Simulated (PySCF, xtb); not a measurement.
C2H7NTe, SMILES CC[Te]N.

GFN2-xTB (xtb) at its own geometry gives an orbital gap of 4.14 eV and a dipole moment of 2.37 D.

Geometry optimised at PBE-D3(BJ)/def2-SVP. The structure was generated by enumeration, and PubChem lists no compound with its InChIKey, so it may never have been made. The def2 effective core potentials stand for the cores of Te; spin–orbit coupling is left out. The values are those of a single conformer.

Q: What does HF/def2-TZVP (PySCF) give? (Estimate from the structure and the level; the computed values follow.)

A: gap 10.44 eV (levels -8.20 and 2.24 eV), dipole 2.63 D.
